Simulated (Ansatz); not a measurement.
Ansatz results at the PBE0-D4/def2-TZVP geometry: HOMO–LUMO gap (PBE0/def2-TZVPP) 8.19 eV; HOMO energy (ωB97M-V/def2-TZVPP) -9.58 eV; LUMO energy (B3LYP/def2-TZVPP) 0.57 eV.

Each molecule was computed in one conformer, which needn't be the lowest.

(1) Which molecule gave them?
A. `C=C1CC1[SiH3]`
B. `C#CC[SiH2]C`
C. `C#CCC[SiH3]`
D. `CCC1=C[SiH2]1`

Results:

(1) B. The others give `C#CCC[SiH3]`: 8.17, -10.02, 0.17; `C=C1CC1[SiH3]`: 7.37, -9.66, -0.28; `CCC1=C[SiH2]1`: 7.33, -9.34, -0.07.

B3LYP here is the variant with VWN-RPA as its local correlation; programs differ in this.
